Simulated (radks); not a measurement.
Values are calculated unless marked as measured or tabulated.
The titanium ion Ti4+ is in [Ar]. Code: a radial shooting solver on a logarithmic mesh with Libxc functionals. Model: non-relativistic Kohn-Sham, PBE, spin-polarised, spherical densities, point nucleus. Open shells are filled with parallel spins first. One electron is removed from 3s, 2s, 2p, 3p in turn, with full relaxation. Which removal costs least, and what does each cost?

Answer. 3p 99.262 eV; 3s 123.30 eV; 2p 528.25 eV; 2s 612.10 eV. The 3p electron leaves first.
